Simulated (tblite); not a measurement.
Isomers of C5H7FOSi. Computed with GFN2-xTB (tblite): harmonic, unscaled wavenumbers at the GFN2-xTB geometry, gas phase. Errors from tens to a few hundred cm⁻¹ against measured bands are possible. Modes of hydrogen on silicon can be 10 to 20 % off. One conformer each.

Electronic energies: GFN2-xTB at the same geometries; isomer energies are rough at this level and their order can be wrong.

| SMILES | electronic energy, lowest = 0 (kJ/mol) |
| --- | --- |
| C=C[SiH2]/C(F)=C\C=O | 23.1 |
| CO/C(F)=C\C#C[SiH3] | 0.0 |
| C#C[Si@@H]1[C@@H](F)[C@@H]1OC | 172.7 |
| C#C/C(F)=C/OC[SiH3] | 65.1 |
| CC[Si@@H]1C(=O)C=C1F | 11.6 |

Task: How do GFN2-xTB zero-point energies change the relative energies?

Result: 
```csv
SMILES,ZPE (kJ/mol),of it from modes above 1550 cm⁻¹,electronic (kJ/mol),"with ZPE, lowest = 0 (kJ/mol)",lowest mode (cm⁻¹),rings
CO/C(F)=C\C#C[SiH3],257.1,136.1,0.0,0.0,10,0
CC[Si@@H]1C(=O)C=C1F,277.2,142.4,11.6,31.7,38,1
C=C[SiH2]/C(F)=C\C=O,264.9,146.7,23.1,30.9,31,0
C#C/C(F)=C/OC[SiH3],255.8,138.3,65.1,63.8,41,0
C#C[Si@@H]1[C@@H](F)[C@@H]1OC,269.2,135.8,172.7,184.9,56,1
```

The zero-point energies span 21.4 kJ/mol, from `C#C/C(F)=C/OC[SiH3]` to `CC[Si@@H]1C(=O)C=C1F`. The lowest isomer stays, but the order above it changes.

Task: What do entropy and thermal enthalpy add at 298.15 K and 1 bar (rigid rotor, harmonic oscillator, one conformer each)?

Result: 
```tsv
SMILES	point group	symmetry number	S (J/(mol K))	H − H(0) (kJ/mol)	ZPE + H − H(0) − TS (kJ/mol)
CC[Si@@H]1C(=O)C=C1F	C1	1	403.4	27.31	184.2
C=C[SiH2]/C(F)=C\C=O	C1	1	409.3	28.25	171.1
C#C/C(F)=C/OC[SiH3]	Cs	1	420.3	29.80	160.3
C#C[Si@@H]1[C@@H](F)[C@@H]1OC	C1	1	412.9	29.16	175.3
```

Not tabulated: `CO/C(F)=C\C#C[SiH3]` (lowest mode only 10 cm⁻¹).
